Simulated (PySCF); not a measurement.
C₆H₄O. Atoms are numbered in the order given.

```xyz
11

C      0.0190    -2.9723     0.0000
C      0.0062    -1.7592     0.0000
C      0.0067    -0.3396     0.0000
C      1.1494     0.5376     0.0000
C      0.6477     1.8008     0.0000
O     -0.7026     1.7735     0.0000
C     -1.0877     0.4893     0.0000
H      0.0273    -4.0464     0.0000
H      2.1950     0.2410     0.0000
H      1.1077     2.7853     0.0000
H     -2.1562     0.2923     0.0000
```
Charge 0, spin multiplicity 1.

Coordinates come from a PBE0-D3(BJ)/def2-SVP optimisation.

All values below come from PySCF with B3LYP/def2-TZVP.

Computed frontier levels, gap, dipole moment and polarisability:
| Property | Result |
|---|---|
| highest occupied level | -6.47 eV |
| lowest empty level | -0.69 eV |
| orbital gap | 5.78 eV |
| dipole moment | 0.50 D |
| quadrupole, principal values (traceless, Buckingham form, about the centre of nuclear charge) | -7.75, 0.41, 7.35 D·Å |
| mean static polarisability | 69.8 bohr³ (10.35 Å³) |
| polarisability, principal values | 39.7, 63.0, 106.8 bohr³ |
